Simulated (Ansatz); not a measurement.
`C=CCCCCCCCCCO`, relaxed as a singlet with RKS r2SCAN-D4/def2-SVP in Ansatz, starting from the GFN2-xTB geometry. Force threshold 0.03 eV/Å.

Start:

Cartesian coordinates in Å:
```
C -3.0410 -3.8948 -3.6039
C -3.1121 -2.7058 -3.0362
C -2.0355 -2.0953 -2.1971
C -2.5284 -1.8412 -0.7685
C -1.4351 -1.3259 0.1680
C -0.9201 0.0647 -0.1987
C 0.0926 0.5843 0.8207
C 0.6093 1.9724 0.4464
C 1.5361 2.5855 1.4976
C 2.8514 1.8272 1.6574
C 3.8036 2.5317 2.6252
O 5.0141 1.8335 2.8033
H -3.8437 -4.2948 -4.2002
H -2.1700 -4.5214 -3.5002
H -4.0022 -2.1006 -3.1553
H -1.1666 -2.7555 -2.1729
H -1.7345 -1.1467 -2.6488
H -2.9204 -2.7788 -0.3661
H -3.3510 -1.1229 -0.7936
H -0.6007 -2.0314 0.1716
H -1.8404 -1.2920 1.1825
H -1.7632 0.7576 -0.2557
H -0.4458 0.0362 -1.1813
H -0.3751 0.6289 1.8070
H 0.9262 -0.1176 0.8796
H 1.1345 1.9164 -0.5099
H -0.2463 2.6384 0.3108
H 1.7591 3.6160 1.2078
H 1.0209 2.6195 2.4597
H 2.6639 0.8204 2.0330
H 3.3383 1.7382 0.6813
H 3.9999 3.5570 2.2752
H 3.3555 2.5911 3.6197
H 5.4266 1.7055 1.9415
```

```json
{"step": "1", "energy (eV)": "-13794.3313", "largest force component (eV/Å)": "0.893", "SCF passes": "20"}
{"step": "2", "energy (eV)": "-13794.4332", "largest force component (eV/Å)": "0.269", "SCF passes": "21"}
{"step": "3", "energy (eV)": "-13794.4421", "largest force component (eV/Å)": "0.151", "SCF passes": "20"}
{"step": "4", "energy (eV)": "-13794.4460", "largest force component (eV/Å)": "0.136", "SCF passes": "20"}
{"step": "5 (rejected)", "energy (eV)": "-13794.4446", "largest force component (eV/Å)": "0.199", "SCF passes": "20"}
{"step": "6 (rejected)", "energy (eV)": "-13794.4457", "largest force component (eV/Å)": "0.108", "SCF passes": "21"}
{"step": "7", "energy (eV)": "-13794.4471", "largest force component (eV/Å)": "0.057", "SCF passes": "21"}
{"step": "8", "energy (eV)": "-13794.4472", "largest force component (eV/Å)": "0.028", "SCF passes": "21"}
```

Force components are those of the run's own axes.

End:

```tsv
atom	x (Å)	y (Å)	z (Å)
C1	-3.0616	-3.9089	-3.6591
C2	-3.1202	-2.7133	-3.0620
C3	-2.0514	-2.1213	-2.1961
C4	-2.5259	-1.8778	-0.7559
C5	-1.4460	-1.3302	0.1780
C6	-0.9266	0.0596	-0.1853
C7	0.0848	0.6054	0.8196
C8	0.6050	1.9955	0.4588
C9	1.5573	2.6060	1.4881
C10	2.8721	1.8497	1.6643
C11	3.8334	2.5372	2.6247
O12	5.0143	1.7980	2.8475
H13	-3.8870	-4.2870	-4.2697
H14	-2.1795	-4.5522	-3.5585
H15	-4.0292	-2.1051	-3.1811
H16	-1.1666	-2.7835	-2.1886
H17	-1.7237	-1.1609	-2.6365
H18	-2.9108	-2.8295	-0.3493
H19	-3.3877	-1.1837	-0.7695
H20	-0.5971	-2.0399	0.2105
H21	-1.8496	-1.2994	1.2066
H22	-1.7811	0.7595	-0.2642
H23	-0.4590	0.0412	-1.1870
H24	-0.3778	0.6389	1.8250
H25	0.9275	-0.1055	0.9009
H26	1.1095	1.9520	-0.5256
H27	-0.2579	2.6731	0.3238
H28	1.7818	3.6482	1.1946
H29	1.0421	2.6734	2.4653
H30	2.6965	0.8261	2.0374
H31	3.3638	1.7385	0.6768
H32	4.0509	3.5662	2.2627
H33	3.3554	2.6482	3.6133
H34	5.4443	1.6814	1.9901
```

By distances, no bond broke or formed. The bond that changes most is C1–H14, from 1.08 to 1.10 Å (atoms count from 1).

No frequencies were taken in this run, so the end may be a saddle point.

Run time 63 s (4 threads of Arm Neoverse V1 on a shared host).
